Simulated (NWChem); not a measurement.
# Total energies of 1,3,5-triazine (C₃H₃N₃)

SMILES: c1ncncn1
```xyz
9

C      0.0000     0.0000     1.2961
N     -1.1859     0.0000     0.6847
C     -1.1224     0.0000    -0.6481
N      0.0000     0.0000    -1.3694
C      1.1224     0.0000    -0.6481
N      1.1859     0.0000     0.6847
H      0.0000     0.0000     2.3936
H     -2.0728     0.0000    -1.1968
H      2.0728     0.0000    -1.1968
```
Charge 0, spin multiplicity 1.

Everything below was run with NWChem. The geometry was optimised at B3LYP/def2-SVP, a minimum by its harmonic frequencies.

Basis set: def2-SVP (99 functions).

| method | total energy (Ha) |
|---|---|
| RHF | -278.47596 |
| MP2 | -279.32463 |
| B2PLYP | -279.87485 |
| PBE | -279.83128 |
| B3LYP | -280.15442 |
| CAM-B3LYP | -280.01893 |

Total energies of different functionals aren't comparable as a measure of quality: only differences taken within one method are. 

The correlated methods keep 6 core orbitals frozen. B3LYP has NWChem's definition, with VWN1-RPA local correlation.
